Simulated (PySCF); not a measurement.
# Computed properties of Si(CCH)(Cl)2(Me) (C₃H₄Cl₂Si), SMILES C#C[Si](Cl)(C)Cl

Si(CCH)(Cl)2(Me) (C3H4Cl2Si), SMILES C[Si](Cl)(Cl)C#C. Geometry: PBE0-D3(BJ)/def2-SVP. The values are those of a single conformer. All values are computed for the isolated molecule unless a solvent is named; none is compared with measurement here.

**Structure.** The optimised structure has Cs symmetry. All 24 harmonic modes at PBE0-D3(BJ)/def2-SVP (PySCF) are real, so it is a minimum. With heavy atoms numbered as in [CH:1]#[C:2][Si:3]([CH3:4])([Cl:5])[Cl:6], the shortest bond between them is C1–C2 at 1.216 Å and the longest Si3–Cl6 at 2.061 Å.

**Vibrations.** The strongest infrared lines (harmonic, unscaled, degenerate partners summed) lie at 591 cm⁻¹ (136 km/mol, Si 55 %, Cl 34 %, H 8 %), 818 cm⁻¹ (135 km/mol, H 60 %, C 22 %, Si 17 %), 806 cm⁻¹ (106 km/mol, H 67 %, C 20 %, Si 12 %). The softest mode is at 107 cm⁻¹ and the zero-point energy is 37.8 kcal/mol.

**Electronic structure.** PBE0/def2-TZVP (PySCF) places the frontier levels at -8.58 and -0.66 eV, a gap of 7.92 eV, and gives a dipole moment of 2.29 D and a mean polarisability of 79.3 bohr³. PBE/def2-TZVP (PySCF) at the same geometry gives -7.32 and -1.59 eV, so its gap is 2.19 eV narrower. An orbital gap is neither the optical nor the fundamental gap.

**Excitations.** TDA-M06-2X/def2-SVPD (PySCF) has S1 at 5.50 eV (225 nm, f = 0.000, dark); the most intense of the 10 singlets computed lies at 8.27 eV (f = 0.19). T1 (TDA) is at 5.02 eV, 0.48 eV under S1. TDA-PBE/def2-SVPD (PySCF) puts S1 at 5.81 eV. No vertical singlet excitation falls in the visible range (under 3.1 eV).

**NMR.** GIAO shifts at KT2/pcSseg-1 (PySCF) (non-relativistic, atoms alike by connectivity averaged): ¹³C from 12.1 to 96.0 ppm against TMS; ¹H from 1.0 to 3.1 ppm against TMS; ²⁹Si at 6.8 ppm against TMS. Without spin–orbit terms, shifts of atoms bonded to Cl or Br come out too high.
